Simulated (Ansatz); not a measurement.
`[NH2][V](=[O])([OH])[Cl]` + H–F → `[O]=[V]([OH])([F])[Cl]` + NH₃  (ligand exchange at a V–N bond)

Computed with Ansatz on PBE0-D4/def2-TZVP structures; ΔE is electronic, products minus reactants. CBS: MP2 limit from def2 TZ/QZ plus the TZ coupled-cluster correction, frozen cores. This one scheme is used for every species. For V outer-core shells are correlated without core-valence functions, which leaves a few kJ/mol of doubt a bond. Scalar relativity is left out up to krypton. One conformer a species, not always the lowest.

```json
{"species": "`[NH2][V](=[O])([OH])[Cl]`", "CCSD(T)/CBS(def2) energy (Eh)": "-1610.23816"}
{"species": "H–F", "CCSD(T)/CBS(def2) energy (Eh)": "-100.39570"}
{"species": "`[O]=[V]([OH])([F])[Cl]`", "CCSD(T)/CBS(def2) energy (Eh)": "-1654.14507"}
{"species": "NH₃", "CCSD(T)/CBS(def2) energy (Eh)": "-56.50880"}
```

Question: Work out ΔE.

Answer: ΔE = (-1654.14507) + (-56.50880) − (-1610.23816) − (-100.39570) = -0.02001 Eh = -52.5 kJ/mol.

Question: What do rigid-rotor, harmonic-oscillator terms from PBE0-D4/def2-TZVP frequencies (298.15 K, 1 bar) make of the CCSD(T)/CBS value? (Best estimate.)

Answer: The calculation gave: ΔZPE = +5.9 kJ/mol, ΔH = -47.8 kJ/mol, ΔS = 5 J/(mol·K), ΔG = -49.3 kJ/mol.

Largest T1 diagnostic among the species: 0.033, so the coupled-cluster value is less sure than usual.

Leaving LDA and LC-ωPBE aside and taking each functional with its dispersion term where it has one, the values, not all of them listed here, spread over 21.5 kJ/mol, from B97M-V to PBE-QIDH. LDA lies +9.8 kJ/mol from PBE without D4. From r2SCAN to r2SCAN0 (25 % exact exchange), in def2-TZVPP and without D4, ΔE moves by +7.7 kJ/mol.
